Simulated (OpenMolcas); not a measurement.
Re4+ (d3) in a complex was computed by SS-CASPT2, IPEA 0.25 Eh, imaginary shift 0.1 Eh with the d shell active (OpenMolcas, ANO-RCC-VTZP on the metal). Its lowest spin-free states, and all those of the highest spin:

```tsv
2S+1	Degeneracy	E (cm-1)
4	1	0
4	1	1760
2	1	2680
2	1	6070
2	1	6740
2	1	8910
2	1	9730
2	1	10830
2	1	11000
2	1	12400
4	1	13150
4	1	14800
4	1	52260
4	1	65950
4	1	66320
4	1	69770
4	1	73050
4	1	88050
```

Task: Is the site octahedral, tetrahedral or cube-like, axial, or of lower symmetry?

Result: The states with 2S+1 = 4 have orbital degeneracies 1, 1, 1, 1, 1, 1, 1, 1, 1, 1. No state of this spin is degenerate, so the site is of lower symmetry, with no axis of order three or more. The run had Re4+ with 4 ligands (water) in square-planar coordination (D2h) at 1.86 Å. Ligand basis ANO-RCC-VDZP.

Spin-orbit coupling mixes the spin-free states strongly: the lowest level takes only 56 % from its leading state, 2S+1 = 4. The least metal-like active orbital is 69 % on the metal (Löwdin) and no ligand orbital is active, so the numbers are rough. Ligand-to-metal charge-transfer states are missing. With no ligand orbital active B as a rule stays too high, so bands that hang on it stand too high and its fall with covalency is understated. No measured value stands beside these numbers; the geometry is a model, was not optimised and need not be the one that this ion takes.
